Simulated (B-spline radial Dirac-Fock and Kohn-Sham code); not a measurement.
# Auger parameter of mercury: the M5 level and its strongest M5-NN line

Level of theory: ΔSCF Dirac-Fock with Breit, self-energy and vacuum polarisation, finite nucleus, configuration average; a B-spline atomic structure program. The modified Auger parameter α′ is the binding energy plus the kinetic energy of the Auger electron; it does not depend on the energy zero. For free ions it tends to fall with charge, since less charge screens the final holes.

```tsv
species	configuration	binding 3d5/2 (eV)	Auger line	kinetic (eV)	α′ (eV)
Hg	[Xe] 4f14 5d10 6s2	2303.1	N6N7 J=6	2058.7	4361.8
Hg⁺	[Xe] 4f14 5d10 6s1	2312.7	N6N7 J=6	2047.8	4360.4
Hg⁺ (Watson 1.8 Å)	[Xe] 4f14 5d10 6s1	2304.9	N6N7 J=6	2055.7	4360.5
Hg²⁺	[Xe] 4f14 5d10	2323.3	N6N7 J=6	2036.0	4359.3
Hg²⁺ (Watson 1.8 Å)	[Xe] 4f14 5d10	2307.4	N6N7 J=6	2051.9	4359.3
Hg²⁺ (Watson 3 Å)	[Xe] 4f14 5d10	2313.7	N6N7 J=6	2045.6	4359.3
Hg⁵⁺	[Xe] 4f14 5d7	2376.5	N6N7 J=6	1980.2	4356.7
Hg⁶⁺	[Xe] 4f14 5d6	2396.5	N6N7 J=6	1959.9	4356.4
Hg⁷⁺	[Xe] 4f14 5d5	2417.4	N6N7 J=6	1938.9	4356.3
```

Values without a named source are computed, but for edge energies of neutral atoms, which are taken from tables.
